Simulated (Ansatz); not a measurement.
A structure relaxed at PBE0-D4/def2-TZVP, charge 0, multiplicity 2:

```
atom    x (Å)    y (Å)    z (Å)
  O1  -0.2891  -0.5274   1.1717
 Si2   0.2578  -0.0793  -0.2915
  F3   1.2967   1.1249  -0.2167
  S4  -1.3522   0.6570  -1.4634
  H5  -0.8724   0.0723   1.6421
  H6   0.9592  -1.2475  -0.8423
```

Give its formula and SMILES.

FH2OSSi, `O[SiH](F)[S]`.

Summarise the bond lengths by kind.

1 × O–Si 1.625 Å; 1 × H–O 0.960 Å; 1 × F–Si 1.592 Å; 1 × S–Si 2.123 Å; 1 × H–Si 1.470 Å.

Computed with Ansatz.
